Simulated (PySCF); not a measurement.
TeSe⁺: one state, many levels of theory

State: ²Π (doublet), unpaired electrons π ↑. Set-up: PySCF, scalar-relativistic core potentials, basis sets Te def2-SVP with ECP28, Se def2-SVP. De refers to Te⁺ + Se in their high-spin ground configurations, without counterpoise correction. The functionals are run spin-unrestricted. A positive dipole points towards Se; it is taken about the centre of mass and depends on that origin. Levels whose curve was spin-contaminated or gave no clean fit are not listed.

| Level | Re (Å) | ωe (cm⁻¹) | De (eV) | μ (D) |
| --- | --- | --- | --- | --- |
| PBE | 2.332 | 340 | 3.86 | -0.59 |
| revPBE | 2.338 | 337 | 3.54 | -0.61 |
| BP86 | 2.336 | 337 | 3.91 | -0.59 |
| r²SCAN | 2.310 | 356 | 3.35 | -0.72 |
| PBE0 | 2.295 | 369 | 3.22 | -0.71 |

The bond length runs from 2.295 Å (PBE0) to 2.338 Å (revPBE). De spans 3.22 eV (PBE0, global hybrid GGA) to 3.91 eV (BP86, GGA).

These are scalar-relativistic numbers at best; spin–orbit coupling would shift them, the dissociation energy most. For an ion De counts to the pair picked by the measured ionisation energies or electron affinities, which need not be the lowest pair at this level. Counting both spins, an empty level lies below a filled one in some of these solutions, because spin and occupation are held. The state was picked by a PBE0 search and need not be the measured ground state.

The whole job (state search and all levels along the bond) took about 3.5 min on 1 thread of Arm Neoverse V2 (shared host), peak memory 0.75 GiB.
